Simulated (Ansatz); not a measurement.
`[SiH3]/C=C/[SiH3]` + `BOCO` → `BOCO[SiH3]` + `C=C[SiH3]`  (ligand exchange at the Si–C bond)

Isolated molecules relaxed with PBE0-D4/def2-TZVP in Ansatz; ΔE leaves out vibrations. CBS: MP2 limit from def2 TZ/QZ plus the TZ coupled-cluster correction, frozen cores. This one scheme is used for every species. DFT in def2-TZVPP. B3LYP here is the variant with VWN-RPA as its local correlation; programs differ in this. One conformer a species, not always the lowest.

Q: Is it downhill or uphill in electronic energy at CCSD(T)/CBS, and by how much? (An estimate is asked.)

A: Computed: Downhill: ΔE = -20.0 kcal/mol.

Q: What do these levels give: LDA (SPW92), PBE-D4, BLYP-D4, B3LYP-D4, r2SCANh-D4, CAM-B3LYP-D4, ωB97M-V, BLYP, RPA@PBE/def2-TZVPP, HF/def2-SVP, HF/def2-QZVPP, MP2/CBS(def2)? (Estimate.)

A: Ansatz gave: LDA (SPW92) -16.9, PBE-D4 -16.6, BLYP-D4 -19.4, B3LYP-D4 -20.2, r2SCANh-D4 -19.6, CAM-B3LYP-D4 -21.1, ωB97M-V -20.0, BLYP -19.3, RPA@PBE/def2-TZVPP -20.1, HF/def2-SVP -21.1, HF/def2-QZVPP -24.0, MP2/CBS(def2) -20.3 kcal/mol.

Largest T1 diagnostic among the species: 0.013.

In def2-TZVPP, CCSD(T) changes the Hartree–Fock value by +3.7 kcal/mol (the triples alone add +0.6 kcal/mol) and MP2 by +3.4 kcal/mol. At CCSD(T), def2-SVP lies +1.4 kcal/mol from the extrapolated value and def2-TZVPP +0.0 kcal/mol. Leaving LDA and LC-ωPBE aside and taking each functional with its dispersion term where it has one, the values, not all of them listed here, spread over 5.3 kcal/mol, from BHLYP-D4 to revPBE-D4.
